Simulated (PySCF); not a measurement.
**Be⁺ (beryllium, charge +1) across methods**

[He] 2s1, 2S determinant. Computed with PySCF 2.14 in aug-cc-pVTZ with one added diffuse shell each of s, p, d, f type (6s5p4d3f, 62 functions), with the non-relativistic Hamiltonian (point nucleus).

| method | E (hartree) | mean ε 1s α (eV) | mean ε 1s β (eV) | mean ε 2s α (eV) | Σ⟨r²⟩ (bohr²) | ⟨S²⟩ |
| --- | --- | --- | --- | --- | --- | --- |
| LDA | -14.1148 | -116.35 | -115.86 | -14.295 | 6.525 | 0.750 |
| BHandHLYP | -14.3342 | -129.73 | -128.98 | -16.313 | 6.419 | 0.750 |
| r2SCAN | -14.3253 | -120.10 | -119.71 | -14.594 | 6.480 | 0.750 |
| PBE0 | -14.3062 | -123.60 | -122.96 | -15.474 | 6.460 | 0.750 |
| BP86 | -14.3236 | -117.99 | -117.56 | -14.489 | 6.442 | 0.750 |
| UHF | -14.27725 | -140.37 | -139.30 | -18.127 | 6.560 | 0.750 |
| wB97X-V | -14.3308 | -125.55 | -125.07 | -17.661 | 6.511 | 0.750 |
| PBE | -14.2981 | -117.78 | -117.26 | -14.462 | 6.454 | 0.750 |

Problem. Estimate the same row for MN15.

Solution. E (hartree) = -14.3317; mean ε 1s α (eV) = -122.92; mean ε 1s β (eV) = -122.48; mean ε 2s α (eV) = -15.292; Σ⟨r²⟩ (bohr²) = 6.601; ⟨S²⟩ = 0.750.
